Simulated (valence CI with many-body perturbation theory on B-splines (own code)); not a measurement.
# Forbidden lines of Hg²⁹⁺

Level of theory: valence CI with perturbative core correlation (CI+MBPT): five valence electrons over a frozen Dirac-Fock core [Kr] 4d10, a basis of 7 s, 7 p, 7 d, 7 f, 4 g, 2 h functions for each j, with the one-electron correlation potential Σ1 (screened to all orders), the two-electron term Σ2, the three-electron term Σ3, Breit, model QED; selected single and double excitations, second order for the rest, scaled by the run's own slope (own B-spline code, finite nucleus).

No measured spectrum was set against this ion. As an estimate, large intervals hold to a few tenths of a per cent, small ones and those within an open d or f shell to about a per cent. Among the levels kept, up to 970 cm⁻¹ of a level comes from second order outside the variational space, and about a tenth of that is noise between levels of different J, which matters for small intervals. Only levels of the ground parity were solved; by the run's estimate the other parity begins above the list, which can be wrong where configurations are misplaced.

Lines 1 to 50 of 120 in falling wavelength, among levels below 381930 cm⁻¹, chosen from the decays that carry over 1 % of a level's rate. Wavelengths and rates use the calculated energies. Electric multipoles are in the length gauge, E1 and E2 with the static RPA response of the core. Weak lines are less certain than strong ones. Lines between different terms over intervals too small for the method are left out, as are lines whose strength nearly cancels. Where a level lies close to another of its J and parity, the split of strength between their lines is uncertain. Branching is blank where the lifetime is uncertain.

Levels are named by their leading jj configuration (3d3/2^4 stands for four electrons in 3d with j = 3/2), which in mixed levels can hold well under half, so a name can repeat and another be missing. Letters in brackets count levels of one name in rising energy.

| λ vac (nm) | Upper | Lower | Type | A (s⁻¹) | Branch % |
| --- | --- | --- | --- | --- | --- |
| 2881 | (4f5/2^4 4f7/2) J=1/2 | (4f5/2^4 4f7/2) J=3/2 [a] | M1 | 4.43e+00 | 99.0 |
| 1904 | (4f5/2^3 4f7/2^2) J=21/2 | (4f5/2^3 4f7/2^2) J=19/2 | M1 | 2.26e+00 | 100.0 |
| 1480 | (4f5/2^4 4f7/2) J=15/2 | (4f5/2^3 4f7/2^2) J=11/2 [a] | E2 | 1.54e-07 |  |
| 1269 | (4f5/2^4 4f7/2) J=13/2 | (4f5/2^3 4f7/2^2) J=11/2 [a] | M1 | 2.51e+01 | 99.9 |
| 1207 | (4f5/2^3 4f7/2^2) J=17/2 [b] | (4f5/2^3 4f7/2^2) J=19/2 | M1 | 7.26e-01 | 2.2 |
| 996.1 | (4f5/2^3 4f7/2^2) J=17/2 [b] | (4f5/2^3 4f7/2^2) J=15/2 [b] | M1 | 1.57e+01 | 47.3 |
| 838.7 | (4f5/2^3 4f7/2^2) J=11/2 [a] | (4f5/2^3 4f7/2^2) J=9/2 [a] | M1 | 1.25e+02 | 100.0 |
| 823.9 | (4f5/2^4 4f7/2) J=11/2 | (4f5/2^3 4f7/2^2) J=9/2 [b] | M1 | 4.11e+01 | 14.9 |
| 783.0 | (4f5/2^4 4f7/2) J=5/2 | (4f5/2^4 4f7/2) J=7/2 [a] | M1 | 1.34e+01 | 1.6 |
| 743.3 | (4f5/2^3 4f7/2^2) J=9/2 [d] | (4f5/2^3 4f7/2^2) J=7/2 [b] | M1 | 6.46e+01 | 7.6 |
| 724.4 | (4f5/2^3 4f7/2^2) J=3/2 [b] | (4f5/2^3 4f7/2^2) J=5/2 [b] | M1 | 5.68e+01 | 9.1 |
| 718.5 | (4f5/2^3 4f7/2^2) J=19/2 | (4f5/2^3 4f7/2^2) J=17/2 [a] | M1 | 7.15e+01 | 100.0 |
| 701.1 | (4f5/2^3 4f7/2^2) J=5/2 [b] | (4f5/2^3 4f7/2^2) J=5/2 [a] | M1 | 4.58e+01 | 2.0 |
| 693.5 | (4f5/2^3 4f7/2^2) J=9/2 [b] | (4f5/2^3 4f7/2^2) J=7/2 [a] | M1 | 1.28e+02 | 73.9 |
| 691.5 | (4f5/2^3 4f7/2^2) J=7/2 [a] | (4f5/2^3 4f7/2^2) J=9/2 [a] | M1 | 1.29e+01 | 2.4 |
| 628.9 | (4f5/2^3 4f7/2^2) J=9/2 [c] | (4f5/2^3 4f7/2^2) J=9/2 [b] | M1 | 2.69e+01 | 1.1 |
| 598.5 | (4f5/2^3 4f7/2^2) J=17/2 [a] | (4f5/2^3 4f7/2^2) J=15/2 [a] | M1 | 7.33e+01 | 8.6 |
| 589.7 | (4f5/2^3 4f7/2^2) J=9/2 [b] | (4f5/2^3 4f7/2^2) J=11/2 [a] | M1 | 8.25e+00 | 4.8 |
| 587.1 | (4f5/2^3 4f7/2^2) J=9/2 [a] | (4f5/2^4 4f7/2) J=7/2 [a] | M1 | 3.99e+02 | 100.0 |
| 546.9 | (4f5/2^3 4f7/2^2) J=11/2 [b] | (4f5/2^3 4f7/2^2) J=9/2 [b] | M1 | 1.43e+01 | 1.0 |
| 540.6 | (4f5/2^3 4f7/2^2) J=3/2 [b] | (4f5/2^3 4f7/2^2) J=3/2 [a] | M1 | 1.29e+01 | 2.1 |
| 534.1 | (4f5/2^3 4f7/2^2) J=7/2 [a] | (4f5/2^4 4f7/2) J=5/2 | M1 | 3.20e+02 | 60.8 |
| 508.8 | (4f5/2^3 4f7/2^2) J=5/2 [a] | (4f5/2^3 4f7/2^2) J=7/2 [a] | M1 | 1.03e+02 | 2.9 |
| 486.6 | (4f5/2^3 4f7/2^2) J=15/2 [a] | (4f5/2^4 4f7/2) J=13/2 | M1 | 1.14e+02 | 18.8 |
| 471.3 | (4f5/2^4 4f7/2) J=11/2 | (4f5/2^4 4f7/2) J=13/2 | M1 | 7.46e+00 | 2.7 |
| 468.2 | (4f5/2^3 4f7/2^2) J=7/2 [b] | (4f5/2^3 4f7/2^2) J=5/2 [a] | M1 | 3.06e+02 | 13.0 |
| 461.5 | (4f5/2^3 4f7/2^2) J=15/2 [a] | (4f5/2^4 4f7/2) J=15/2 | M1 | 4.93e+02 | 81.2 |
| 450.4 | (4f5/2^3 4f7/2^2) J=17/2 [b] | (4f5/2^3 4f7/2^2) J=17/2 [a] | M1 | 8.70e+00 | 26.1 |
| 441.8 | (4f5/2^4 4f7/2) J=7/2 [a] | (4f5/2^5) J=5/2 | M1 | 7.13e+02 | 100.0 |
| 436.8 | (4f5/2^3 4f7/2^2) J=15/2 [b] | (4f5/2^3 4f7/2^2) J=13/2 [a] | M1 | 3.14e+02 | 45.1 |
| 428.5 | (4f5/2^2 4f7/2^3) J=15/2 [a] | (4f5/2^3 4f7/2^2) J=17/2 [a] | M1 | 8.56e+01 | 3.0 |
| 414.1 | (4f5/2^3 4f7/2^2) J=9/2 [d] | (4f5/2^3 4f7/2^2) J=9/2 [c] | M1 | 6.74e+01 | 8.0 |
| 377.0 | (4f5/2^3 4f7/2^2) J=13/2 [a] | (4f5/2^4 4f7/2) J=13/2 | M1 | 4.91e+02 | 51.7 |
| 376.0 | (4f5/2^3 4f7/2^2) J=7/2 [b] | (4f5/2^3 4f7/2^2) J=9/2 [b] | M1 | 9.84e+01 | 4.2 |
| 369.9 | (4f5/2^3 4f7/2^2) J=5/2 [c] | (4f5/2^3 4f7/2^2) J=5/2 [b] | M1 | 7.98e+01 | 2.7 |
| 368.5 | (4f5/2^3 4f7/2^2) J=11/2 [c] | (4f5/2^3 4f7/2^2) J=11/2 [b] | M1 | 1.74e+02 | 23.9 |
| 361.7 | (4f5/2^3 4f7/2^2) J=13/2 [a] | (4f5/2^4 4f7/2) J=15/2 | M1 | 1.16e+01 | 1.2 |
| 358.3 | (4f5/2^3 4f7/2^2) J=9/2 [d] | (4f5/2^4 4f7/2) J=11/2 | M1 | 3.88e+01 | 4.6 |
| 357.5 | (4f5/2^3 4f7/2^2) J=11/2 [c] | (4f5/2^3 4f7/2^2) J=13/2 [a] | M1 | 1.30e+01 | 1.8 |
| 356.3 | (4f5/2^3 4f7/2^2) J=3/2 [b] | (4f5/2^3 4f7/2^2) J=5/2 [a] | M1 | 7.51e+01 | 12.0 |
| 355.5 | (4f5/2^4 4f7/2) J=9/2 | (4f5/2^3 4f7/2^2) J=9/2 [c] | M1 | 1.89e+02 | 8.9 |
| 346.4 | (4f5/2^3 4f7/2^2) J=15/2 [b] | (4f5/2^3 4f7/2^2) J=15/2 [a] | M1 | 1.35e+02 | 19.4 |
| 346.2 | (4f5/2^3 4f7/2^2) J=9/2 [b] | (4f5/2^3 4f7/2^2) J=9/2 [a] | M1 | 1.79e+01 | 10.3 |
| 343.7 | (4f5/2^4 4f7/2) J=11/2 | (4f5/2^3 4f7/2^2) J=11/2 [a] | M1 | 2.11e+01 | 7.7 |
| 338.8 | (4f5/2^3 4f7/2^2) J=13/2 [b] | (4f5/2^3 4f7/2^2) J=11/2 [b] | M1 | 4.50e+02 | 52.6 |
| 329.8 | (4f5/2^3 4f7/2^2) J=9/2 [c] | (4f5/2^3 4f7/2^2) J=7/2 [a] | M1 | 4.49e+01 | 1.8 |
| 329.4 | (4f5/2^3 4f7/2^2) J=13/2 [b] | (4f5/2^3 4f7/2^2) J=13/2 [a] | M1 | 1.67e+02 | 19.5 |
| 317.5 | (4f5/2^3 4f7/2^2) J=7/2 [a] | (4f5/2^4 4f7/2) J=7/2 [a] | M1 | 1.70e+02 | 32.4 |
| 315.2 | (4f5/2^3 4f7/2^2) J=5/2 [c] | (4f5/2^3 4f7/2^2) J=3/2 [a] | M1 | 8.06e+02 | 27.4 |
| 313.5 | (4f5/2^4 4f7/2) J=9/2 | (4f5/2^4 4f7/2) J=11/2 | M1 | 1.05e+02 | 4.9 |
